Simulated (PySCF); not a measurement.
A side-by-side comparison of computed properties.

First species: C5H7NO3Si.
InChI=1S/C5H7NO3Si/c1-9-4(8)5(10,2-6)3-7/h3H,1,10H3/t5-/m1/s1

Second species: C5H7NO3Si.
Structure used (GFN2-xTB), in Å, numbered top down from 1:
```
atom  x, y, z in Å
C1    -3.132    0.041    0.407
C2    -1.679    0.019    0.786
O3    -1.276   -0.071    1.919
C4    -0.755    0.118   -0.366
N5    -1.180    0.216   -1.606
O6    -0.114    0.287   -2.409
C7     1.008    0.235   -1.677
C8     0.679    0.126   -0.350
O9     1.452    0.044    0.718
Si10   3.074    0.039    0.919
H11   -3.751   -0.036    1.296
H12   -3.339   -0.782   -0.271
H13   -3.351    0.963   -0.126
H14    1.946    0.283   -2.190
H15    3.115   -0.078    2.363
H16    3.640    1.280    0.386
H17    3.655   -1.093    0.193
```

Levels: PBE0/pcSseg-1 for dipole moment, HOMO energy, LUMO energy and HOMO–LUMO gap; GFN2-xTB for rotational constant A and rotational constant C. Geometries: GFN2-xTB. Each species is one conformer at its optimised geometry, gas phase, non-relativistic unless stated. Electronic properties by PySCF.

The conformers computed, where there is a choice (atom-mapped SMILES and torsion angles):
- `[CH3:1][O:2][C:3](=[O:4])[C@@:5]([SiH3:6])([C:7]#[N:8])[CH:9]=[O:10]`: C1–O2–C3–O4 2°, O2–C3–C5–Si6 -93°, C3–C5–C9–O10 -167°
- `[CH3:1][C:2](=[O:3])[c:4]1[n:5][o:6][cH:7][c:8]1[O:9][SiH3:10]`: C1–C2–C4–N5 0°, C7–C8–O9–Si10 0°

```csv
property,column X,column Y
dipole moment,2.74 D,4.86 D
HOMO energy,-7.40 eV,-8.10 eV
LUMO energy,-1.74 eV,-1.59 eV
HOMO–LUMO gap,5.66 eV,6.51 eV
rotational constant A,1.808 GHz,1.528 GHz
rotational constant C,0.579 GHz,0.823 GHz
```

(1) Which column belongs to which species?

(2) How does each property change from the first species to the second?

Results:

(1) Column X is the second species and column Y the first. The first has 17 atoms and 82 electrons, the second 17 and 82.

(2) dipole moment -2.12 D; HOMO energy +0.70 eV; LUMO energy -0.15 eV; HOMO–LUMO gap -0.85 eV; rotational constant A +0.280 GHz; rotational constant C -0.244 GHz.

On the first: The dipole equals about 16.2 × 10⁻³⁰ C·m (1 D = 3.33564 × 10⁻³⁰ C·m).

On the second: A dipole of 2.74 D is allowed in Cs, and pure rotational transitions are dipole-allowed. In atomic units the dipole is 1.08 e·bohr (1 au = 2.5417 D).
